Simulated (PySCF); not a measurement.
A structure optimised at B3LYP-D3(BJ)/def2-TZVP, used in a PySCF frequency run:

```xyz
3

Sb     0.0000     0.0000     0.6142
Cl     0.0000    -1.7960    -0.9213
Cl     0.0000     1.7960    -0.9213
```
Charge 0, spin multiplicity 2.

**Question.** Write its SMILES, formula and point group.

**Answer.** [Cl][Sb][Cl], Cl2Sb, C2v

**Question.** What are its rotational constants (standard atomic weights)?

**Answer.** 4.7841, 2.2099, 1.5116 GHz
